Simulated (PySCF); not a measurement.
**What the settings do**

Molecule: SMILES C1C2([C@@H](C)[C@]2(C)Cl)C1, C$_{7}$H$_{11}$Cl; geometry GFN2-xTB.

Geometry:
```tsv
atom	x (Å)	y (Å)	z (Å)
C1	-1.512	-1.343	-0.451
C2	-0.275	-0.616	-0.919
C3	0.752	-0.132	0.042
C4	2.185	-0.359	0.330
C5	1.161	-0.396	1.440
C6	-0.079	0.868	-0.660
C7	-1.094	1.719	0.054
Cl8	0.714	1.773	-1.970
H9	-1.765	-1.070	0.570
H10	-2.359	-1.112	-1.095
H11	-1.340	-2.417	-0.485
H12	0.096	-0.970	-1.876
H13	2.631	-1.290	0.011
H14	2.855	0.486	0.278
H15	0.912	-1.354	1.875
H16	1.143	0.422	2.146
H17	-1.909	1.984	-0.617
H18	-1.498	1.181	0.908
H19	-0.626	2.635	0.410
```

All runs: PySCF, non-relativistic, gas phase unless a solvent (IEF-PCM) is named; grid level 2, GIAOs and SCF threshold 1e-9 unless changed. The yardstick, PBE0/pcSseg-1, gives these isotropic shieldings σ (ppm, equivalent atoms averaged): C3 157.8, C1 172.6, C4 175.9, Cl8 744.9, H17/H18/H19 30.19, H13 30.81, H15 30.94.

Task: What do these inputs give? (1) B3LYP/cc-pVDZ; (2) WP04/pcSseg-1; aux def2-universal-jkfit

Result: 
```
run    outcome  functions  wall time     C3     C1     C4    Cl8  H17/H18/H19    H13    H15
  1  converged        171       75 s  164.1  180.7  184.0  775.0        30.34  31.04  31.10
  2  converged        198       81 s  144.3  158.7  162.9  716.7        30.47  31.09  31.23
```

Times are on shared hosts with different chips, so compare them loosely.

Task: Comment on the technical settings.

Result: 
- Run 2: The functional differs from the yardstick's, which in itself moves the values. The other auxiliary basis adds little: it changes only the density-fitting error.
